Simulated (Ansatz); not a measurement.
`C[Se]B1CO1` and `NB1CO1` differ in one atom or group.

Ansatz, PBE0-D4/def2-TZVP geometries, multiplicity 1. Each molecule was computed in one conformer, which needn't be the lowest.

Scalar relativity is left out up to krypton.

```tsv
property	`C[Se]B1CO1`
size of the dipole moment (PBE/def2-TZVPP) / D	2.63
HOMO energy (PBE0/def2-TZVPP) / eV	-7.13
LUMO energy (ωB97M-V/def2-TZVPP) / eV	1.71
size of the dipole moment (ωB97M-V/def2-TZVPP) / D	2.79
HOMO–LUMO gap (B3LYP/def2-TZVPP) / eV	6.63
size of the dipole moment (B3LYP/def2-TZVPP) / D	2.80
```

(1) Give the same properties after the change, and the shifts. (Best estimate.)

## Answers

(1) Computed: 
| property | `NB1CO1` | shift |
| --- | --- | --- |
| size of the dipole moment (PBE/def2-TZVPP) / D | 2.47 | -0.16 |
| HOMO energy (PBE0/def2-TZVPP) / eV | -7.83 | -0.70 |
| LUMO energy (ωB97M-V/def2-TZVPP) / eV | 2.02 | 0.31 |
| size of the dipole moment (ωB97M-V/def2-TZVPP) / D | 2.58 | -0.21 |
| HOMO–LUMO gap (B3LYP/def2-TZVPP) / eV | 7.99 | 1.36 |
| size of the dipole moment (B3LYP/def2-TZVPP) / D | 2.57 | -0.23 |

With PBE0 the HOMO falls by 0.70 eV and the LUMO rises by 0.74 eV, so the gap widens by about 1.44 eV. PBE moves the HOMO by -0.45 eV and ωB97M-V by -0.90 eV. Dipoles are sizes alone; their direction can turn.

B3LYP here is the variant with VWN-RPA as its local correlation; programs differ in this.

Spin–orbit coupling is left out; it splits and shifts lone-pair levels of the heavy atoms by tenths of an eV.
